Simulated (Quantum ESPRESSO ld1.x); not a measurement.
The numbers below are computed, except where a source is named.
All-electron atom: the neon ion Ne+ in [He] 2s1 2p6 (not the ground configuration). Code: ld1.x of Quantum ESPRESSO 7.5. Model: Dirac Kohn-Sham, BLYP, spin-unpolarised, spherical densities, point nucleus.

Normalised radial functions P(r) = r R(r) (large component), r in bohr:

```
   r/bohr * 1s1/2, o 2p1/2, + 2p3/2 (the largest magnitude, 2.26, reaches the edge; | marks zero, & curves that meet)
  0.01144 &              *
  0.01409 &                 *
  0.01734 &                     *
  0.02135 &                         *
  0.02629 &                             *
  0.03237 |&                                 *
  0.03953 |&                                      *
  0.04868 |&                                           *
  0.05993 | &                                              *
  0.07379 |  &                                                 *
  0.09085 |   &                                                  *
   0.1119 |     &                                                *
   0.1366 |      &                                             *
   0.1682 |         &                                     *
   0.2071 |            &                           *
    0.255 |               &               *
   0.3139 |                  &   *
   0.3865 |             *       &
   0.4759 |       *               &
   0.5812 |   *                    &
   0.7156 |*                      &
   0.8811 *                     &
    1.085 *                  &
    1.336 *              &
    1.644 *         &
    2.009 *      &
    2.473 *   &
    3.045 * &
```

1s1/2: eigenvalue -854.29 eV, 0 radial nodes, <r> = 0.158 bohr, 90 % of the charge inside 0.283 bohr. 2p1/2: eigenvalue -32.502 eV, 0 radial nodes, <r> = 0.885 bohr, 90 % of the charge inside 1.52 bohr. 2p3/2: eigenvalue -32.383 eV, 0 radial nodes, <r> = 0.887 bohr, 90 % of the charge inside 1.53 bohr.
